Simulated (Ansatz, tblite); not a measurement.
Removing an electron: [CuH2]- (CuH₂⁻). The state is a singlet with charge -1. Geometry: r2SCAN-D4/def2-TZVPD. Ansatz, gas phase; energy differences of separate SCF runs; the oxidised species was run as a doublet alone.

Cartesian coordinates in Å:
```
Cu 0.0000 0.0000 0.0000
H -0.0982 1.4715 0.4913
H 0.0982 -1.4715 -0.4914
```

The xTB rows come from tblite. Correlated methods freeze 9 core orbitals. In CCSD on the charge 0 doublet the largest single amplitude is 0.19, so its Hartree–Fock determinant may place the open shell otherwise than the density functionals do.

| level | −HOMO (eV) | vertical IE (eV) | −LUMO (eV) | HOMO–LUMO gap (eV) | remarks |
| --- | --- | --- | --- | --- | --- |
| GFN1-xTB | 4.86 | 7.94 | -1.75 | 6.62 | – |
| GFN2-xTB | 0.42 | 6.22 | -5.07 | 5.49 | – |
| r2SCAN-D4/def2-TZVPD | -0.60 | 2.76 | -4.20 | 3.60 | HOMO above zero (-1 singlet) |
| PBE0-D4/def2-TZVPD | 0.62 | 2.71 | -4.34 | 4.95 | – |
| CCSD/def2-TZVPPD | – | 2.36 | – | – | large T1 (0.059) (doublet) |
| CCSD(T)/def2-TZVPPD | – | 2.71 | – | – | large T1 (0.059) (doublet) |

Relaxing the oxidised species (r2SCAN-D4/def2-TZVPD) changes its energy by 0.00 eV at PBE0-D4/def2-TZVPD, so the adiabatic ionisation energy to this nearest minimum is 2.70 eV.  Run but left out: HF/def2-TZVPPD, MP2/def2-TZVPPD (neutral doublet: a determinant that CCSD turns far, T1 0.059); PBE-D4/def2-TZVPD (neutral doublet: an occupied level 0.25 eV above an empty one).  A HOMO above zero means that the electron is unbound at that level or that self-interaction error raises the level; the energy of removing that electron tells which. Raw xTB energy differences between charge states are shifted by several eV; the methods need an empirical correction for them.
